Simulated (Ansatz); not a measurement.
`FCO[SiH2]Br` and `[OH][AlH][O]CF` differ in one atom or group.

Ansatz, PBE0-D4/def2-TZVP geometries, multiplicity 1. Each molecule was computed in one conformer, which needn't be the lowest.

Scalar relativity is left out up to krypton.

| property | `FCO[SiH2]Br` |
| --- | --- |
| LUMO energy (ωB97M-V/def2-TZVPP) / eV | 1.90 |
| HOMO–LUMO gap (B3LYP/def2-TZVPP) / eV | 8.18 |
| size of the dipole moment (ωB97M-V/def2-TZVPP) / D | 1.05 |
| size of the dipole moment (B3LYP/def2-TZVPP) / D | 1.05 |
| HOMO energy (B3LYP/def2-TZVPP) / eV | -8.31 |
| size of the dipole moment (PBE/def2-TZVPP) / D | 0.99 |

**Question.** Give the same properties after the change, and the shifts. (An estimate is asked.)

**Answer.** Computed: 
```tsv
property	`[OH][AlH][O]CF`	shift
LUMO energy (ωB97M-V/def2-TZVPP) / eV	1.26	-0.64
HOMO–LUMO gap (B3LYP/def2-TZVPP) / eV	7.81	-0.37
size of the dipole moment (ωB97M-V/def2-TZVPP) / D	1.60	0.55
size of the dipole moment (B3LYP/def2-TZVPP) / D	1.59	0.54
HOMO energy (B3LYP/def2-TZVPP) / eV	-8.32	-0.01
size of the dipole moment (PBE/def2-TZVPP) / D	1.48	0.49
```

Dipoles are sizes alone; their direction can turn.

B3LYP here is the variant with VWN-RPA as its local correlation; programs differ in this.

Spin–orbit coupling is left out; it splits and shifts lone-pair levels of the heavy atoms by tenths of an eV.
